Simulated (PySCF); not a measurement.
**Radial density of Rb⁺ (rubidium, charge +1)**

PBE0, [Kr], closed-shell 1S. Calculation: PySCF 2.14, in def2-SVP with the def2 core potential (28 electrons) (5s3p2d, 24 functions); a scalar-relativistic core potential. This is the valence pseudo-density: the core potential removes the inner electrons and smooths the orbitals near the nucleus.

```tsv
r (bohr)	4πr²ρ (e/bohr)
0.0405	2.086e-05
0.0681	6.421e-05
0.115	0.0002279
0.193	0.001129
0.324	0.01064
0.545	0.2250
0.917	3.145
1.54	5.735
2.59	1.297
4.36	0.03409
7.34	1.815e-05
```

Energies and moments cover only the electrons outside the core potential.
